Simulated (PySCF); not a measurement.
Species: (Cl)3Zr-S-SiH3 (singlet state).
Structure used (PBE0-D3(BJ)/def2-SVP), in Å, numbered top down from 1:
```
atom  x, y, z in Å
Zr1    1.5494    0.5853   -0.0520
Cl2    0.3284    1.9626   -1.4854
Cl3    2.4756   -1.2384   -1.1685
Cl4    3.2650    1.7121    1.0318
S5    -0.0162   -0.1298    1.6132
Si6   -1.6089   -0.6453    0.2367
H7    -2.3215   -1.8179    0.8125
H8    -1.0155   -1.0151   -1.0845
H9    -2.5235    0.5170    0.0705
```

Method used: PBE0-D3(BJ)/def2-SVP geometry optimisation, gas phase, def2 core potentials past Kr in PySCF 2.14.0.

Problem. Which atoms are bound to Zr1, and at what distances?

Solution. 4 atoms: Cl4 2.321 Å, Cl3 2.330 Å, Cl2 2.333 Å, S5 2.395 Å. The nearest atom not counted as bound is H8, at 3.19 Å.

Problem. List the angles at Zr1.

Solution. 
| angle | degrees | distance of the outer atoms (Å) |
| --- | --- | --- |
| Cl2–Zr1–Cl4 | 112.8 | 3.88 |
| Cl2–Zr1–Cl3 | 112.1 | 3.87 |
| Cl3–Zr1–S5 | 111.1 | 3.90 |
| Cl3–Zr1–Cl4 | 108.1 | 3.76 |
| Cl4–Zr1–S5 | 107.7 | 3.81 |
| Cl2–Zr1–S5 | 105.2 | 3.75 |

Problem. What is the shape at Zr1?

Solution. Distorted tetrahedral: angles from 105.2° to 112.8°; τ4 = (360° − α − β)/141° = 0.96 with α and β the two widest (0 for a square, 1 for a tetrahedron).

Problem. What are the other bond lengths?

Solution. S5–Si6 2.167 Å; Si6–H7, Si6–H8, Si6–H9 1.490 Å.

Problem. Give some angles away from the centre.

Solution. Zr1–S5–Si6 96.3°.

Problem. What are the rotational constants (commonest isotopes, rigid rotor)?

Solution. A = 998.6, B = 615.2, C = 606.7 MHz: a near-prolate asymmetric top.

Point group: C1 (no symmetry element, even within 0.4 Å). Charge 0, singlet. Whether it is a minimum is left open (no frequencies).
